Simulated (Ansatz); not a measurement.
Relaxation of AlFH₆OSi (10 atoms, charge 0, multiplicity 1), to a largest force component of 0.03 eV/Å in at most 50 steps.

These are results of RKS B3LYP/def2-SVP in Ansatz, not measurements.

```xyz
10
Properties=species:S:1:pos:R:3
Al 0.055 -0.193 -0.462
F 0.020 -0.198 2.415
H 1.524 0.360 -0.595
H -1.271 0.533 -0.905
O -0.103 -1.858 0.088
Si -0.732 -3.377 -0.145
H 0.336 -4.406 0.010
H -1.799 -3.647 0.864
H -1.321 -3.493 -1.513
H 0.027 -1.089 2.149
```

Question: Where does it end, and by what steps?

Answer: The run converged. After 23 steps the energy has fallen by 1.064 eV; F2 moved furthest, 0.92 Å. Parted: F2–H10 (0.93 → 2.14 Å). Joined: Al1–F2 (2.88 → 1.71 Å), O5–H10 (2.20 → 0.98 Å).

```tsv
step	energy less start (eV)	largest force component (eV/Å)	accepted
0	0.0000	0.645	yes
1	-0.1495	0.508	yes
2	-0.2946	0.512	yes
3	-0.4269	0.719	yes
4	-0.4532	0.465	yes
5	-0.4842	0.193	yes
6	-0.5069	0.319	yes
7	-0.5309	0.506	yes
8	-0.5297	2.459	no
9	-0.6280	1.036	yes
10	-0.7410	0.954	yes
11	-0.8876	1.279	yes
12	-0.8762	2.282	no
13	-0.9786	0.882	yes
14	-1.0222	0.375	yes
15	-1.0246	0.877	yes
16	-1.0529	0.273	yes
17	-1.0518	0.153	no
18	-1.0611	0.119	yes
19	-1.0628	0.068	yes
20	-1.0632	0.087	yes
21	-1.0637	0.077	yes
22	-1.0642	0.057	yes
23	-1.0644	0.023	yes
```

```xyz
10
Properties=species:S:1:pos:R:3
Al 0.066 0.040 0.061
F 0.323 0.335 1.724
H 1.378 -0.145 -0.816
H -1.279 0.635 -0.537
O -0.404 -1.825 0.618
Si -0.706 -3.380 -0.047
H 0.487 -4.240 0.167
H -1.893 -3.951 0.640
H -0.957 -3.123 -1.483
H -0.277 -1.715 1.579
```

Whether the end is a true minimum wasn't checked by a vibrational analysis.

Time of the run: 54 s on 2 threads of Arm Neoverse V1, with other jobs on the host, peak memory 0.18 GiB.
